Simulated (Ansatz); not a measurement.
System: C₂H₇Al (charge 0, singlet). SMILES: [CH3][AlH][CH3]
Geometry: optimised at B3LYP-D3(BJ)/def2-TZVP (Ansatz, a program for electronic structure).

Quantity: atomisation energy (electronic, to ground-state atoms), in kJ/mol. Valence correlation only, unless marked. UHF or UKS for open shells. Spin-orbit coupling is left out. Non-relativistic unless marked X2C. The coupled-cluster limit lacks core correlation, which all-electron functionals hold. Basis-set limits of correlation are two-point, X^-3; Hartree-Fock from the larger set. [CCSD(T)-MP2]/basis is that difference in the basis named.

```
level                                                                             program  atomisation energy (kJ/mol)  minus last row
-------------------------------------------------------------------------  --------------  ---------------------------  --------------
r2SCAN-D4/def2-TZVPD                                                       Ansatz + dftd4                       3447.7             3.3
PBE-QIDH/def2-TZVPD                                                                Ansatz                       3405.8           -38.6
SCS-MP2/aug-cc-pV(D+d)Z                                                            Ansatz                       3243.8          -200.6
CCSD/6-31G                                                                         Ansatz                       2944.7          -499.7
CCSD/aug-cc-pV(T+d)Z                                                               Ansatz                       3356.7           -87.7
CCSD(T)/aug-cc-pV(T+d)Z                                                            Ansatz                       3389.2           -55.2
CCSD(T)/cc-pVTZ                                                                    Ansatz                       3368.8           -75.6
X2C-CCSD(T)/cc-pVTZ-DK                                                             Ansatz                       3365.5           -78.9
RI-MP2/CBS(aug-cc-pV(T+d)Z,aug-cc-pV(Q+d)Z)+[CCSD(T)-MP2]/aug-cc-pV(T+d)Z          Ansatz                       3449.9             5.5
CCSD(T)/CBS(aug-cc-pV(T+d)Z,aug-cc-pV(Q+d)Z)                                       Ansatz                       3444.4             0.0
```
